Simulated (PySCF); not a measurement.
Isomers of CH4N2Si. All species are isolated molecules in the gas phase. One relaxed conformer stands for each flexible species; it need not be the lowest. Strings in code marks are SMILES. Quantity: electronic energy of isomers of CH4N2Si relative to `N#C[SiH2]N` (C–Si–N–H torsion 74°). Level 1: PBE-D3(BJ)/def2-TZVP // B3LYP-D3(BJ)/def2-TZVP (PySCF). Level 2: B3LYP-D3(BJ)/def2-TZVP (PySCF). B3LYP has the VWN-RPA correlation part, as in Gaussian.

```csv
case,level 1 (kcal/mol),level 2 (kcal/mol)
`N=C=N[SiH3]`,8.1,11.7
`N#CN[SiH3]`,17.2,withheld
`[H]/N=[SiH]/N=C` (C–N–Si–N torsion 59°),32.8,36.7
`N=C=[SiH]N` (C–Si–N–H torsion 91°),40.4,48.0
`[H]/N=C\N=[SiH2]` (N–C–N–Si torsion 87°),41.0,46.9
`[H]/N=C\[SiH]=N\[H]` (N–C–Si–N torsion 0°),43.2,49.1
```

Fit level 2 = a + b·x to the 5 complete rows by least squares, with x = level 1 in kcal/mol. Give a, b and the rms residual, and predict the withheld value.

Means of the 5 rows: x̄ = 33.1, ȳ = 38.48 kcal/mol. Σ(x − x̄)² = 842.8 and Σ(x − x̄)(y − ȳ) = 913.31, so b = 1.084 and a = ȳ − b·x̄ = 2.60 kcal/mol. The rms residual is 0.99 kcal/mol. At x = 17.2 the line gives 21.2 kcal/mol. The run for `N#CN[SiH3]` gave 18.6 kcal/mol, so the line is off by 2.6 kcal/mol, more than twice the rms residual.

Codes: PySCF.
